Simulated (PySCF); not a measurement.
## Substituent chemical shifts

Parent skeleton `[O:1]=[C:2]([O-:3])[c:4]1[cH:5][cH:6][cH:7][s:8]1`; one hydrogen on atom 7 is replaced by X. Hydrogens on one atom are averaged.

Gas phase, one computed conformer, relativity neglected, rapidly exchanging positions averaged. Coordinates at the GFN2-xTB level; shielding tensors at PBE0/pcSseg-1 (GIAO); PySCF.

Shifts are taken against calculated references (same method and geometry level): 17O against H2O; 13C and 1H vs TMS; 33S against CS2.

Parent (X = H): O1 324.9, C2 162.4, O3 324.9, C4 175.8, C5 124.9, C6 127.1, C7 127.2, S8 228.0, H(C5) 7.03 ppm. Effects are Δδ = δ(X) − δ(H), positive for deshielding.

Problem. Order these by the shift of C5, most shielded first.
A. X = OCH3
B. X = OH
C. X = F
D. X = allyl

Solution. C (-11.1 ppm), B (-8.2 ppm), A (-4.1 ppm), D (+0.2 ppm).

Problem. Order these by the shift of C6, most shielded first.
A. X = F
B. X = OCH3
C. X = OH
D. X = allyl

Solution. B (-27.3 ppm), C (-23.2 ppm), A (-18.5 ppm), D (+1.7 ppm).

Unscaled 17O shifts of doubly bonded oxygen tend to come out too high, by tens of ppm or more. Experimental scales use liquid or dissolved standards, which lie at an offset from isolated H2O (liquid H2O: subtract about 36 ppm).
